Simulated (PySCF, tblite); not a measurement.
Isomers of [C8H18P]+ (charge +1), one GFN2-xTB conformer each. Single-point energies are computed at PBE0/pcSseg-1 (PySCF, gas phase, no added dispersion term), electronic only.

```csv
SMILES,GFN2-xTB relative energy (kJ/mol)
CC(C)[P@H+](C)C1CCC1,94.5
CCCC[P@@H+]1CC[C@H]1C,114.1
CC[P@+]1(C)CC[C@H](C)C1,0.0
CC(C)[C@@H]1CCC[P@@H+]1C,27.2
CC(C)C[P@H+](C)C1CC1,115.3
```

Conformers: `[CH3:1][CH:2]([CH3:3])[P@H+:4]([CH3:5])[CH:6]1[CH2:7][CH2:8][CH2:9]1` (charge +1) with C1–C2–P4–C5 -55°, C2–P4–C6–C7 -76°, P4–C6–C7–C8 -129°, C6–C7–C8–C9 11°, C7–C8–C9–C6 -11°, P4–C6–C9–C8 131°; `[CH3:1][CH2:2][CH2:3][CH2:4][P@@H+:5]1[CH2:6][CH2:7][C@H:8]1[CH3:9]` (charge +1) with C1–C2–C3–C4 -60°, C2–C3–C4–P5 -49°, C3–C4–P5–C6 -61°, C4–P5–C6–C7 -132°, P5–C6–C7–C8 16°, C6–C7–C8–C9 -136°, C4–P5–C8–C7 131°; `[CH3:1][CH2:2][P@+:3]1([CH3:4])[CH2:5][CH2:6][C@H:7]([CH3:8])[CH2:9]1` (charge +1) with C1–C2–P3–C4 -52°, C2–P3–C5–C6 -135°, P3–C5–C6–C7 38°, C5–C6–C7–C8 72°, C6–C7–C9–P3 35°; `[CH3:1][CH:2]([CH3:3])[C@@H:4]1[CH2:5][CH2:6][CH2:7][P@@H+:8]1[CH3:9]` (charge +1) with C1–C2–C4–C5 -178°, C2–C4–C5–C6 -167°, C4–C5–C6–C7 51°, C5–C6–C7–P8 -33°, C6–C7–P8–C9 128°; `[CH3:1][CH:2]([CH3:3])[CH2:4][P@H+:5]([CH3:6])[CH:7]1[CH2:8][CH2:9]1` (charge +1) with C1–C2–C4–P5 -56°, C2–C4–P5–C6 -52°, C4–P5–C7–C8 -87°.

Q: What does PBE0/pcSseg-1 give for the same structures?

A: 
```
                  SMILES  PBE0/pcSseg-1 E (Eh)  PBE0/pcSseg-1 (kJ/mol)  GFN2-xTB (kJ/mol)  point group
 CC[P@+]1(C)CC[C@H](C)C1            -656.27317                     0.0                0.0           C1
CC(C)[C@@H]1CCC[P@@H+]1C            -656.25301                    52.9               27.2           C1
    CC(C)[P@H+](C)C1CCC1            -656.22327                   131.0               94.5           C1
    CC(C)C[P@H+](C)C1CC1            -656.22170                   135.1              115.3           C1
   CCCC[P@@H+]1CC[C@H]1C            -656.21886                   142.6              114.1           C1
```

Both levels put the same isomer lowest; measured from each level's own lowest isomer, the values differ by up to 36.5 kJ/mol (CC(C)[P@H+](C)C1CCC1: 94.5 against 131.0). As drawn, the highest has a four-membered ring, which the lowest lacks. Neighbours under 21 kJ/mol apart (CC(C)[P@H+](C)C1CCC1 and CC(C)C[P@H+](C)C1CC1; CC(C)C[P@H+](C)C1CC1 and CCCC[P@@H+]1CC[C@H]1C) can change places with a better method, another conformer or zero-point energy.

Q: Which frontier levels and rotational constants go with these structures?

A: 
```json
{"SMILES": "CC[P@+]1(C)CC[C@H](C)C1", "HOMO (eV, PBE0/pcSseg-1)": "-13.29", "LUMO (eV)": "-3.27", "A, B, C (MHz)": "2028, 1038, 877.4"}
{"SMILES": "CC(C)[C@@H]1CCC[P@@H+]1C", "HOMO (eV, PBE0/pcSseg-1)": "-13.06", "LUMO (eV)": "-3.97", "A, B, C (MHz)": "1860, 1111, 801.4"}
{"SMILES": "CC(C)[P@H+](C)C1CCC1", "HOMO (eV, PBE0/pcSseg-1)": "-12.73", "LUMO (eV)": "-3.50", "A, B, C (MHz)": "2236, 890.6, 679.5"}
{"SMILES": "CC(C)C[P@H+](C)C1CC1", "HOMO (eV, PBE0/pcSseg-1)": "-12.89", "LUMO (eV)": "-3.67", "A, B, C (MHz)": "2516, 688.9, 625.4"}
{"SMILES": "CCCC[P@@H+]1CC[C@H]1C", "HOMO (eV, PBE0/pcSseg-1)": "-13.13", "LUMO (eV)": "-4.64", "A, B, C (MHz)": "2496, 738.9, 676.9"}
```

Q: What happens when harmonic zero-point energies from GFN2-xTB frequencies are added?

A: 
| SMILES | ZPE (kJ/mol) | electronic (kJ/mol) | with ZPE (kJ/mol) |
| --- | --- | --- | --- |
| CC[P@+]1(C)CC[C@H](C)C1 | 632.2 | 0.0 | 0.0 |
| CC(C)[C@@H]1CCC[P@@H+]1C | 630.8 | 52.9 | 51.5 |
| CC(C)[P@H+](C)C1CCC1 | 626.9 | 131.0 | 125.7 |
| CC(C)C[P@H+](C)C1CC1 | 623.9 | 135.1 | 126.8 |
| CCCC[P@@H+]1CC[C@H]1C | 629.9 | 142.6 | 140.2 |

The zero-point energies span 8.3 kJ/mol. The order is unchanged.
